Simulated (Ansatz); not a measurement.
Geometry optimisation, DFT PBE, scalar-relativistic, plane waves, PAW in Ansatz 0.2.0.

input.yaml

```yaml
crystal:
  lattice:
    - [8.1, 0.0, 0.0]
    - [0.0, 8.1, 0.0]
    - [0.0, 0.0, 8.1]
  atoms:
    - { symbol: Ti, position: [0.75, -0.25, 0.0] }
    - { symbol: Al, position: [0.75, 0.25, 0.0] }
    - { symbol: Al, position: [0.75, 0.0, 0.25] }
    - { symbol: Al, position: [0.0, 0.0, 0.0] }
    - { symbol: Al, position: [0.25, 0.25, 0.0] }
    - { symbol: Al, position: [0.5, 0.5, 0.0] }
    - { symbol: Al, position: [0.25, 0.0, 0.25] }
    - { symbol: Al, position: [0.5, 0.25, 0.25] }
    - { symbol: Al, position: [0.75, 0.5, 0.25] }
    - { symbol: Al, position: [0.5, 0.0, 0.5] }
    - { symbol: Al, position: [0.75, 0.25, 0.5] }
    - { symbol: Al, position: [0.75, 0.0, 0.75] }
    - { symbol: Al, position: [0.0, 0.5, 0.0] }
    - { symbol: Al, position: [0.25, 0.75, 0.0] }
    - { symbol: Al, position: [0.0, 0.25, 0.25] }
    - { symbol: Al, position: [0.25, 0.5, 0.25] }
    - { symbol: Al, position: [0.5, 0.75, 0.25] }
    - { symbol: Al, position: [0.0, 0.0, 0.5] }
    - { symbol: Al, position: [0.25, 0.25, 0.5] }
    - { symbol: Al, position: [0.5, 0.5, 0.5] }
    - { symbol: Al, position: [0.75, 0.75, 0.5] }
    - { symbol: Al, position: [0.25, 0.0, 0.75] }
    - { symbol: Al, position: [0.5, 0.25, 0.75] }
    - { symbol: Al, position: [0.75, 0.5, 0.75] }
    - { symbol: Al, position: [0.0, 0.75, 0.25] }
    - { symbol: Al, position: [0.0, 0.5, 0.5] }
    - { symbol: Al, position: [0.25, 0.75, 0.5] }
    - { symbol: Al, position: [0.0, 0.25, 0.75] }
    - { symbol: Al, position: [0.25, 0.5, 0.75] }
    - { symbol: Al, position: [0.5, 0.75, 0.75] }
    - { symbol: Al, position: [0.0, 0.75, 0.75] }
basis:
  ecutwfc: 420.0
kpoints:
  mp_grid: { grid: [3, 3, 3] }
hamiltonian:
  xc: pbe
  pseudopotentials: { kind: paw, azcp: { folder: soft_1 } }
scf:
  occupations: { method: gaussian, width: 0.15 }
  lower_state_search: "off"
relax:
  f_tol: 0.03
  max_steps: 60
  adjacent_minimum: "off"
```

Launched with:

```bash
$ ansatz run input.yaml --threads 4 --pin off --max-ram 10240MiB --backend cpu --events-out ev --progress --plain --runs-dir out
```

**Question.** Where does it end, and by what steps?

**Answer.** The run converged. Limits of this set-up: coarse k mesh. After 2 steps the energy has fallen by 0.057 eV; Al14 moved furthest, 0.07 Å.

```json
{"step": "0", "energy less start (eV)": "0.0000", "largest force component (eV/Å)": "0.215", "accepted": "yes"}
{"step": "1", "energy less start (eV)": "-0.0545", "largest force component (eV/Å)": "0.051", "accepted": "yes"}
{"step": "2", "energy less start (eV)": "-0.0574", "largest force component (eV/Å)": "0.006", "accepted": "yes"}
```

```xyz
31
Lattice="8.1000 0.0000 0.0000 0.0000 8.1000 0.0000 0.0000 0.0000 8.1000" Properties=species:S:1:pos:R:3
Ti 6.112 -2.062 0.000
Al 6.031 1.967 0.000
Al 6.037 -0.020 1.993
Al -0.011 -0.022 0.000
Al 2.046 2.004 0.000
Al 4.072 4.061 0.000
Al 2.035 0.024 2.021
Al 4.026 2.015 2.021
Al 6.078 4.054 2.033
Al 4.045 0.005 4.050
Al 6.075 2.008 4.050
Al 6.037 -0.020 6.107
Al 0.018 4.032 0.000
Al 2.083 6.119 0.000
Al -0.011 2.020 2.025
Al 2.030 4.061 2.025
Al 4.070 6.113 1.993
Al -0.014 -0.006 4.050
Al 2.004 2.046 4.050
Al 4.056 4.064 4.050
Al 6.068 6.082 4.050
Al 2.035 0.024 6.079
Al 4.026 2.015 6.079
Al 6.078 4.054 6.067
Al -0.004 6.072 2.033
Al -0.003 4.053 4.050
Al 2.042 6.075 4.050
Al -0.011 2.020 6.075
Al 2.030 4.061 6.075
Al 4.070 6.113 6.107
Al -0.004 6.072 6.067
```

The run took 21 s on 4 threads of Arm Neoverse V1, on a shared host, peak memory 1.2 GiB.
